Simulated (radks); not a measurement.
Task: Neutral phosphorus, [Ne] 3s2 3p3. Calculated with a radial shooting solver on a logarithmic mesh with Libxc functionals: non-relativistic Kohn-Sham, exchange-only B88, spin-polarised, spherical densities, point nucleus. Every spin shell is full or empty, so the densities are truly spherical. Functionals are evaluated on that one density, not self-consistently. Rank these exchange functionals by their error against the exact value of the orbitals, and give that value: LDA, PBEsol, revPBE, PW91, OPTX, WC, AM05, SOGGA, G96, TPSS, SCAN, TASK.

Result: Exact: -22.5888 hartree. From best to worst, with 100 (|E| - |E exact|)/|E exact| (equal figures are ties): OPTX +0.04, revPBE -0.08, G96 +0.08, PW91 -0.09, TPSS +0.26, SCAN +0.30, WC -1.60, TASK -2.97, PBEsol -3.51, SOGGA -3.55, AM05 -7.04, LDA -8.06.
